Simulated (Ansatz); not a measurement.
Cu⁺ ··· Br⁻

The pair of Cu⁺ (SMILES [Cu+], atom 1) and Br⁻ (SMILES [Br-], atom 2), both closed shells, in one local arrangement (a lower one may exist), relaxed at PBE0-D4/def2-TZVP:

```
2
angstrom
Cu -0.0000 0.0000 -1.1038
Br 0.0000 -0.0000 1.1038
```

Ansatz 0.2.0; basis: def2-TZVPPD, with def2-QZVPPD for the basis limit; cores frozen in the correlated methods. The 3s and 3p shells of Cu and Zn are frozen; filled d shells are correlated. The def2 sets are not built for correlating such inner shells, so the correlated values are less sure here. B3LYP uses VWN-RPA correlation. Extrapolation: Hartree–Fock as exp(−7.88 √X), correlation as X^−2.97. Interaction energies count from these two fragments, frozen as in the pair, with the counterpoise correction; negative means bound.

(1) What is the interaction energy by CCSD(T) at an estimated basis limit (MP2 extrapolated from triple and quadruple zeta, plus CCSD(T) − MP2 in triple zeta)? (Judge from chemistry; the value comes from the calculation.)

(2) Which atoms make the shortest contact between the fragments?

No T1 diagnostic of these runs exceeds 0.021.

Results:

(1) Computed: -173.64 kcal/mol. Hartree–Fock alone gives -148.16 kcal/mol at the basis limit. It counts from the two fragments frozen as in the pair.

The same quantity by other methods in triple zeta, and each one's difference from that estimate:
| method | E_int (kcal/mol) | difference |
| --- | --- | --- |
| PBE-D4 | -187.04 | -13.40 |
| revPBE-D4 | -182.13 | -8.49 |
| BLYP-D4 | -185.08 | -11.44 |
| r2SCAN-D4 | -184.85 | -11.21 |
| B97M-V | -183.65 | -10.01 |
| PBE0-D4 | -177.36 | -3.72 |
| B3LYP-D4 | -178.18 | -4.54 |
| HSE06-D4 | -177.28 | -3.64 |
| wB97X-V | -173.37 | 0.27 |
| wB97M-V | -173.29 | 0.35 |
| B2PLYP | -173.90 | -0.26 |
| HF | -147.62 | 26.02 |
| MP2 | -168.97 | 4.67 |
| CCSD | -163.44 | 10.20 |
| CCSD(T) | -166.38 | 7.26 |
Differences are method less estimate.

(2) Cu1 and Br2, 2.21 Å apart.

Basis-set superposition shift (counterpoise-corrected less uncorrected): CCSD(T) 2.46; MP2 2.31; HF 0.30; PBE0-D4 0.36; wB97M-V 0.31 kcal/mol.

For scale, one of the runs: CCSD(T)/def2-TZVPPD, 124 basis functions, launched by `ansatz run in.yaml --threads 2 --pin off --events-out ev --progress --plain --max-ram 5222MiB`. The run took about 5.5 s on 2 CPU threads of an Arm Neoverse V1 (shared host).
